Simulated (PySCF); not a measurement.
ClH3SiSn, SMILES [SiH3][Sn][Cl] (connectivity only; charge and spin as stated), neutral, multiplicity 1. Geometry optimised at PBE0-D3(BJ)/def2-SVP. The def2 effective core potentials stand for the cores of Sn; spin–orbit coupling is left out.

Level of theory: PBE0-D3(BJ)/def2-SVP in PySCF 2.14.0.

Harmonic wavenumbers (cm⁻¹): 85, 88, 275, 345, 351, 437, 832, 921, 933, 2191, 2207, 2212. Rotational constants (GHz): 3.467, 2.300, 1.405; symmetry number 1.

Q: Work out the zero-point energy and the ideal-gas rigid-rotor harmonic-oscillator thermochemistry at 298.15 K and 1 atm.

A: ZPE = ½ Σ hcν = ½ × 10877 cm⁻¹ = 65.06 kJ/mol. H − E(el) = 83.23 kJ/mol. Entropy in J/(mol K): translation 173.87, rotation 116.12, vibration 52.91, total 342.90. G − E(el) = -19.01 kJ/mol. Cp = 82.33 J/(mol K). Modes under 150 cm⁻¹ make the vibrational entropy uncertain.
